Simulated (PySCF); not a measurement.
V²¹⁺ (vanadium, charge +21): Hartree-Fock from Schrödinger to Dirac-Coulomb-Breit

Occupied: 1s1/2. Hartree-Fock calculated with PySCF 2.14 in an uncontracted even-tempered set (16 s from 1.8 bohr⁻², ratio 2.7; 11 p from 2.1 bohr⁻², ratio 2.7), Gaussian nucleus throughout. NR is non-relativistic, sf-X2C the spin-free one-electron X2C Hamiltonian, X2C adds the bare one-electron spin-orbit term, X2C-SNSO screens it by Boettger's factors, DC is four-component Dirac-Coulomb, and the Gaunt and Breit terms are added at first order (total energies over the DC spinors, levels after relaxing the spinors in that mean field). QED terms are absent. Levels marked empty are virtual spinors of this ion.

```
Hamiltonian  E (hartree)  E − E(DC) (hartree)  CPU seconds
         NR    -514.7312               3.6293         0.26
     sf-X2C    -518.2831               0.0774         0.14
        X2C    -518.2831               0.0774         0.14
   X2C-SNSO    -518.2831               0.0774         0.14
         DC    -518.3605               0.0000          2.3
   DC+Gaunt    -518.2038               0.1567            4
   DC+Breit    -518.2038               0.1567           35
```

```json
{"level (eV)": "1s1/2", "NR": "-6810.7", "sf-X2C": "-6856.0", "X2C": "-6856.0", "X2C-SNSO": "-6856.0", "DC": "-6858.1", "DC+Gaunt": "-6853.9", "DC+Breit": "-6853.9"}
{"level (eV)": "2s1/2 (empty)", "NR": "-1556.9", "sf-X2C": "-1569.9", "X2C": "-1569.9", "X2C-SNSO": "-1569.9", "DC": "-1570.0", "DC+Gaunt": "-1569.6", "DC+Breit": "-1569.7"}
{"level (eV)": "2p1/2 (empty)", "NR": "-1515.9", "sf-X2C": "-1521.1", "X2C": "-1528.2", "X2C-SNSO": "-1527.9", "DC": "-1527.7", "DC+Gaunt": "-1526.9", "DC+Breit": "-1527.0"}
{"level (eV)": "2p3/2 (empty)", "NR": "-1515.9", "sf-X2C": "-1521.1", "X2C": "-1517.7", "X2C-SNSO": "-1517.8", "DC": "-1518.0", "DC+Gaunt": "-1517.5", "DC+Breit": "-1517.7"}
{"level (eV)": "3s1/2 (empty)", "NR": "-680.65", "sf-X2C": "-685.15", "X2C": "-685.15", "X2C-SNSO": "-685.15", "DC": "-685.20", "DC+Gaunt": "-685.08", "DC+Breit": "-685.09"}
```

```tsv
interval (eV)	X2C	X2C-SNSO	DC	DC+Gaunt	DC+Breit
2p3/2 − 2p1/2	10.48	10.02	9.725	9.325	9.325
```

Weight of the small component: 1s1/2 0.00690, 2s1/2 0.00155, 2p1/2 0.00153, 2p3/2 0.00152, 3s1/2 0.000674.

Koopmans' value for the highest occupied level at DC+Breit: 6853.9 eV, against an ionisation energy of 6851.3 eV (theoretical estimate listed by NIST; NIST Atomic Spectra Database, ionization energies); the former lacks relaxation, correlation, QED and recoil.

The whole ladder took 43 s of wall time on 1 thread of Neoverse-N1 (shared host), launched as `OMP_NUM_THREADS=1 python relrun2.py TASK.json OUT` (a driver that calls PySCF for each Hamiltonian).

Dirac-Coulomb iterations, started from the X2C spinors:

```
with_ssss True, with_gaunt False, with_breit False
light speed = 137.03599967994
init E= -517.997636509585
cycle= 1 E= -518.360485297101  delta_E= -0.363  |g|=  0.1  |ddm|= 0.00938
cycle= 2 E= -518.360487475579  delta_E= -2.18e-06  |g|= 0.000335  |ddm|= 8.58e-05
cycle= 3 E= -518.360487475658  delta_E= -7.97e-11  |g|= 1.92e-06  |ddm|= 1.46e-06
```
